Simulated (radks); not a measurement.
The palladium ion Pd2+ inside a hard spherical wall (all orbitals vanish at R), configuration held at [Kr] 4d8 and not refilled when levels cross. All-electron calculation, scalar-relativistic Kohn-Sham, LDA (Slater exchange, Perdew-Wang correlation), spin-polarised, spherical densities, finite nucleus; open shells are filled with parallel spins first (spin-orbit coupling, left out, can overturn this in heavy ions); Fermi nuclear charge, rms radius 4.5318 fm. Program: a radial shooting solver on a logarithmic mesh with Libxc functionals. Eigenvalues in eV for spin up, with the zero of energy where the potential of the charges vanishes at infinity; a dash marks a level that is unbound or too diffuse for the functional's potential to be trusted. A positive occupied level is held by the wall or, in an anion where self-interaction has pushed it up, behind a barrier. The pressure on the wall is -dE/dV.

R (bohr) = free: E (hartree) -5039.94087; kinetic (hartree) 5226.116; e(3d) -351.60; e(4s) -111.17; e(4p) -76.868; e(4d) -28.182; e(5s, empty) -20.859; e(5p, empty) -14.401; pressure (GPa) 0
R (bohr) = 15: E (hartree) -5039.94087; kinetic (hartree) 5226.116; e(3d) -351.60; e(4s) -111.17; e(4p) -76.868; e(4d) -28.182; e(5s, empty) -20.859; e(5p, empty) -14.401; pressure (GPa) < 0.0001
R (bohr) = 12: E (hartree) -5039.94087; kinetic (hartree) 5226.116; e(3d) -351.60; e(4s) -111.17; e(4p) -76.868; e(4d) -28.182; e(5s, empty) -20.859; e(5p, empty) -14.401; pressure (GPa) < 0.0001
R (bohr) = 8: E (hartree) -5039.94086; kinetic (hartree) 5226.116; e(3d) -351.60; e(4s) -111.17; e(4p) -76.867; e(4d) -28.182; e(5s, empty) -20.857; e(5p, empty) -14.382; pressure (GPa) 0.000210
R (bohr) = 7: E (hartree) -5039.94084; kinetic (hartree) 5226.116; e(3d) -351.59; e(4s) -111.16; e(4p) -76.866; e(4d) -28.180; e(5s, empty) -20.846; e(5p, empty) -14.315; pressure (GPa) 0.00336
R (bohr) = 5: E (hartree) -5039.93715; kinetic (hartree) 5226.155; e(3d) -351.43; e(4s) -111.02; e(4p) -76.723; e(4d) -28.046; e(5s, empty) -20.320; e(5p, empty) -12.999; pressure (GPa) 0.827
R (bohr) = 4: E (hartree) -5039.90210; kinetic (hartree) 5226.430; e(3d) -350.45; e(4s) -110.18; e(4p) -75.923; e(4d) -27.262; e(5s, empty) -17.908; e(5p, empty) -8.952; pressure (GPa) 13.1
R (bohr) = 3: E (hartree) -5039.54044; kinetic (hartree) 5228.555; e(3d) -344.91; e(4s) -105.79; e(4p) -71.728; e(4d) -22.715; e(5s, empty) -5.125; e(5p, empty) 8.335; pressure (GPa) 249
R (bohr) = 2.5: E (hartree) -5038.56247; kinetic (hartree) 5233.537; e(3d) -335.57; e(4s) -98.978; e(4p) -65.017; e(4d) -14.745; e(5s, empty) 17.261; e(5p, empty) 35.511; pressure (GPa) 1330
